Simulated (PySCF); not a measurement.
**Nd²⁺ (neodymium, charge +2) across methods**

[Xe] 4f3 5d1, one real determinant (an excited configuration). Computed with PySCF 2.14 in ANO-RCC-VTZP (8s7p5d3f2g1h, 104 functions), with the spin-free X2C one-electron Hamiltonian (Gaussian nucleus).

| method | E (hartree) | mean ε 5p β (eV) | mean ε 4f α (eV) | mean ε 5d α (eV) | Σ⟨r²⟩ (bohr²) | ⟨S²⟩ |
| --- | --- | --- | --- | --- | --- | --- |
| r2SCAN | -9622.22 | -37.371 | -22.238 | -15.924 | 45.38 | 6.005 |
| LDA | -9614.45 | -37.120 | -21.582 | -15.647 | 45.54 | 6.001 |
| PBE0 | -9621.87 | -38.594 | -24.268 | -16.790 | 45.36 | 6.003 |
| PBE | -9621.87 | -36.867 | -21.569 | -15.701 | 45.53 | 6.002 |

Question: Estimate the same row for UHF.

Answer: E (hartree) = -9618.65598; mean ε 5p β (eV) = -42.463; mean ε 4f α (eV) = -31.759; mean ε 5d α (eV) = -19.415; Σ⟨r²⟩ (bohr²) = 45.45; ⟨S²⟩ = 6.007.

⟨L²⟩ = 40.02 against 72 for a pure L term, so this real determinant mixes terms. Spin-orbit coupling, absent here, splits the open shell strongly.
